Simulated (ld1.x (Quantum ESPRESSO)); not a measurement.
# Configuration tests for argon (RRKJ)

```json
{
  "Element": "argon",
  "Generator": "ld1.x (Quantum ESPRESSO) 7.5",
  "Type": "norm-conserving RRKJ (Kleinman–Bylander form)",
  "Functional": "PBEsol",
  "Relativity": "non-relativistic",
  "Frozen core": "[Ne]",
  "Valence charge": "8",
  "Reference configuration": "3s2 3p6",
  "Partial waves": "3p (bound): rc 1.10 bohr; 3s (bound): rc 0.95 bohr",
  "Local potential": "the s channel",
  "Core correction": "none"
}
```

Energies are relative to the spin-unpolarised reference configuration 3s2 3p6; without spin polarisation the order of configurations can differ from experiment. The frozen-core shift is the all-electron ΔE with the core orbitals held at their reference shape minus the fully relaxed ΔE.

```tsv
valence configuration	charge	ΔE all-electron (eV)	error AE − PS (meV)	frozen-core shift (meV)
3s2 3p5	+1	16.030	+5.7	+0.8
3s2 3p4	+2	44.646	+35	+6.9
3s2 3p3	+3	87.171	+116	+28
3s2 3p2	+4	144.735	+286	+80
3s2 3p5.5	+0.5	6.535	+1.1	+0.1
```

**Question.** What are ΔE and the potential's error for 3s1 3p6?

**Answer.** ΔE = 30.338 eV all-electron; the error (AE − PS) is +16 meV.

Levels in the configuration 3s2 3p5.5:

| level | all-electron (eV) | pseudo (eV) |
| --- | --- | --- |
| 3s | -29.961 | -29.957 |
| 3p | -15.963 | -15.958 |
